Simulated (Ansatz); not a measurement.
**A barrier at the coupled-cluster level**

Start structure (SiH3F3, singlet), relaxed at PBE0-D4/def2-TZVP:

```csv
atom,x (Å),y (Å),z (Å)
Si1,-0.3258,-0.5230,-0.6739
H2,1.0593,-0.6625,-1.1514
F3,-1.1406,-1.8240,-1.0590
F4,-0.2899,-0.4609,0.9280
H5,-1.0535,0.6621,-1.1554
H6,0.6333,1.0179,1.6369
F7,1.1172,1.7904,1.4747
```

The step: SiH₂F₂ ([F][SiH2][F]) + HF → SiHF₃ ([F][SiH]([F])[F]) + H₂; bonds formed: Si1–F7, H2–H6; bonds broken: Si1–H2, H6–F7. Ansatz 0.2.0; basis: def2-TZVPP and def2-QZVPP; cores frozen in the correlated methods. Extrapolation: Hartree–Fock as exp(−7.88 √X), correlation as X^−2.97. Energies below are by CCSD(T) at an estimated basis limit (MP2 extrapolated from triple and quadruple zeta, plus CCSD(T) − MP2 in triple zeta).

Task: What are the electronic barrier and the energy of the step, from the start structure to the end structure? (Judge from chemistry; the value comes from the calculation.)

Result: The calculation gives: Barrier 139.2 kJ/mol; step energy -126.3 kJ/mol (downhill); reverse barrier, their difference, 265.6 kJ/mol. Barrier and step energy count from the start structure, the reverse barrier from the end structure.

The saddle point: One imaginary mode of 1033i cm⁻¹.
```csv
pair,start (Å),saddle (Å),end (Å)
Si1–F7,3.47,1.90,1.57
H2–H6,3.28,0.99,0.75
Si1–H2,1.47,1.66,3.47
H6–F7,0.93,1.18,3.14
```

Zero-point energy (harmonic, PBE0-D4): ZPE is 90.5 kJ/mol at the start and 85.3 kJ/mol at the saddle, so the barrier goes from 139.2 to 134.0 kJ/mol.

T1 diagnostic: at most 0.013. The end structure is not quite a true minimum (one mode of 31i cm⁻¹).

Labels in which every atom is bracketed show which atoms are joined, not bond orders.

For scale, one of the runs: CCSD(T)/def2-TZVPP, 177 basis functions, launched by `ansatz run in.yaml --threads 2 --pin off --events-out ev --progress --plain --max-ram 4352MiB`. Hardware: 2 CPU threads of an Arm Neoverse V1, shared host. Wall time 61 s; peak host memory 1.7 GiB.
